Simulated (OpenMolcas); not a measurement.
## Xe3+: effect of the level shift or regulariser

```json
{"Program": "OpenMolcas 26.06", "Basis": "ANO-R2 [7s6p4d2f1g]", "Scalar Hamiltonian": "X2C, finite nucleus", "Active space": "5 electrons in 9 orbitals (RAS2 5s 5p; RAS3 5d, at most 2 electrons)", "State averaging": "2S+1 = 4 odd, 1 root; 2S+1 = 2 odd, 11 roots; 2S+1 = 4 even, 3 roots; 2S+1 = 2 even, 9 roots", "Spin-orbit coupling": "state interaction with AMFI integrals over the reference wave functions, term energies averaged over their components"}
```

Methods on the same reference wave functions:
A. RASSCF
B. MS-RASPT2, IPEA 0.25 Eh, imaginary shift 0.1 Eh (closed shells correlated: 4d)
C. MS-RASPT2, IPEA 0.25 Eh, real shift 0.2 Eh (closed shells correlated: 4d)

Energies in cm-1 above 5s2 5p3 4S* 3/2, the measured ground level; measured values from Saloman, J. Phys. Chem. Ref. Data 33, 765 (2004).

```json
{"Level": "5s2 5p3 4S* 3/2", "A": "0.0", "B": "0.0", "C": "0.0", "Measured": "0.0"}
{"Level": "5s2 5p3 2D* 3/2", "A": "16829", "B": "13710", "C": "13750", "Measured": "13267"}
{"Level": "5s2 5p3 2D* 5/2", "A": "20755", "B": "17380", "C": "17420", "Measured": "17511"}
{"Level": "5s2 5p3 2P* 1/2", "A": "31461", "B": "28460", "C": "28510", "Measured": "28036"}
{"Level": "5s2 5p3 2P* 3/2", "A": "37331", "B": "34470", "C": "34510", "Measured": "35650"}
{"Level": "5s 5p4 4P 5/2", "A": "96892", "B": "99900", "C": "99910", "Measured": "99664"}
{"Level": "5s 5p4 4P 3/2", "A": "103317", "B": "106370", "C": "106380", "Measured": "106923"}
{"Level": "5s 5p4 4P 1/2", "A": "105684", "B": "108590", "C": "108600", "Measured": "109254"}
```

Deviations, from unrounded energies. A percentage is the sum of absolute deviations over the sum of measured energies, with the sign that they share, or ± where signs differ.

| Against measurement | Levels | A | B | C |
| --- | --- | --- | --- | --- |
| mean absolute deviation (cm-1) | 7 | 3100 | 520 | 520 |
| other terms of the ground configuration (%) | 4 | +12.6 | ±2.3 | ±2.3 |
| other configurations (%) | 3 | -3.1 | ±0.5 | ±0.5 |

B, C lie about equally close to measurement and A furthest from it. The largest miss of B in the table is 5s2 5p3 2P* 3/2, by -1200 cm-1. The ranking rests on the paired levels alone, and a cruder setting can come out closer through cancelling errors.

Between B and C the level of the table that moves most is 5s2 5p3 2P* 1/2, by 49 cm-1 (lowest in B, highest in C). Moves below CASPT2's spread within the term are not significant.

The two smallest mean deviations differ by little beside CASPT2's spread within terms, so their order carries little weight.

From A to B the spin-free energies of the other terms of 5s2 5p3 shown, above 4S*, scale by factors of 0.80 to 0.89.

The lowest spin-free term lies below A's lowest term by 0.481 hartree in B, 0.481 hartree in C.

CASPT2 breaks the degeneracy within a term, and the mean is taken; among the terms shown or strongly mixed into the levels shown the widest spread is 26 cm-1 (5s2 5p3 2D*, B). The run also gave levels led by 5s2 5p2 5d, which use shells meant for correlation; these and all levels above them are left out. Some terms mix strongly with configurations of 5d, whose occupation reaches 0.28 (5s 5p4 2D). Measured partners are found by configuration, term and J. A level has none where our copy of the source lacks it or the pairing is in doubt (some pairs that miss far off the trend of their configuration count as doubtful), and it then counts in no deviation. Only configurations of the active space appear. The table leaves out levels that lie high or whose names do not pair safely across all columns.

* marks odd parity.
